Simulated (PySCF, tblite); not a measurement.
Species: C5H6BCl3.
Z-matrix (Å and degrees, GFN2-xTB geometry), rows numbered from 1:
```
C 
C   1  1.3153
C   2  1.5280  1  133.75
B   3  1.5864  2  111.53  1    68.46
Cl  4  1.7156  3  121.33  2    88.19
Cl  4  1.7165  3  119.80  2   -87.82
C   3  1.5494  2   87.81  1  -171.26
C   2  1.5000  1  134.01  3  -176.30
Cl  8  1.7824  2  114.85  1    52.95
H   1  1.0768  2  121.22  3   176.55
H   1  1.0765  2  121.57  3    -2.44
H   3  1.0922  2  111.02  1   -56.86
H   7  1.0872  3  115.47  2  -123.35
H   7  1.0862  3  113.08  2   109.20
H   8  1.0904  2  114.91  1   -71.10
```

Jobs on this species (15 atoms, 92 electrons) with PySCF (density fitting) and tblite. Hardware of each: one thread, Arm Neoverse N1 (aarch64) (shared host). Other jobs ran on the host; a repeat could differ by tens of per cent or more.

| level and settings | work | basis functions | SCF cycles | wall time |
| --- | --- | --- | --- | --- |
| PBE0/pcSseg-1 | shieldings, ring-centre shieldings, charges and field gradients | 204 | ? | ? |
| GFN2-xTB | L-BFGS relaxation | – | – | 2.1 s |
| GFN2-xTB | Hessian by finite differences | – | – | 1.2 s |

**Question.** Fill in the missing figures.

**Answer.** 
- PBE0/pcSseg-1; shieldings, ring-centre shieldings, charges and field gradients: 71 s, 14 SCF cycles

**Question.** What do all jobs in the table cost together?

**Answer.** About 74 s; the longest takes about 96 % of that, and about 59 times as long as the shortest.
